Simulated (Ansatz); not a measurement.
Stepwise reaction of `C[SiH](O)O[Si](C)(O)O` with hydrogen, as a gas-phase model of exchange steps in deposition or etching. ΔE in kJ/mol.

Isolated molecules relaxed with PBE0-D4/def2-TZVP in Ansatz; ΔE leaves out vibrations. CBS: MP2 limit from def2 TZ/QZ plus the TZ coupled-cluster correction, frozen cores. This one scheme is used for every species. DFT in def2-TZVPP. B3LYP here is the variant with VWN-RPA as its local correlation; programs differ in this. One conformer a species, not always the lowest.

| step | reaction | PBE-D4 | B3LYP-D4 | ωB97M-V | CCSD(T)/CBS |
| --- | --- | --- | --- | --- | --- |
| 2 | `C[SiH](O)O[SiH](O)O` + H₂ → `O[SiH2]O[SiH](O)O` + CH₄ | -9.3 | -14.6 | -10.8 | -12.3 |

(1) Give the row of step 1, `C[SiH](O)O[Si](C)(O)O` + H₂ → `C[SiH](O)O[SiH](O)O` + CH₄. (Estimate.)

(2) By hand: ΔE of the 2 steps together at CCSD(T)/CBS.

Results:

(1) Computed: 
```csv
step,reaction,PBE-D4,B3LYP-D4,ωB97M-V,CCSD(T)/CBS
1,`C[SiH](O)O[Si](C)(O)O` + H₂ → `C[SiH](O)O[SiH](O)O` + CH₄,-20.6,-24.7,-22.6,-23.3
```

(2) (-23.3) + (-12.3) = -35.6 kJ/mol, or -17.8 kJ/mol a step.

In ΔE each step is higher than the one before. All are downhill at CCSD(T)/CBS. PBE-D4 differs from CCSD(T)/CBS by 2.7 to 3.0 kJ/mol a step. Isolated molecules leave out the surface, adducts and barriers. Largest T1 diagnostic: 0.012.
